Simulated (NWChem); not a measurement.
Species: ZrH$_{4}$; SMILES [ZrH4]

Results from NWChem. Coordinates come from a PBE0/def2-SVP optimisation. def2 effective core potentials on Zr; no spin-orbit coupling. Static field.

```tsv
level	isotropic polarisability (bohr³)	anisotropy (bohr³)
PBE/def2-SVPD	55.6	0.0
B3LYP/def2-SVPD	53.6	0.0
BHandHLYP/def2-SVPD	?	0.0
LDA (Slater exchange, VWN5)/def2-SVPD	57.0	0.0
```

**Question.** Some entries are withheld; supply them.

**Answer.** 
- BHandHLYP/def2-SVPD, isotropic polarisability (bohr³): 51.4
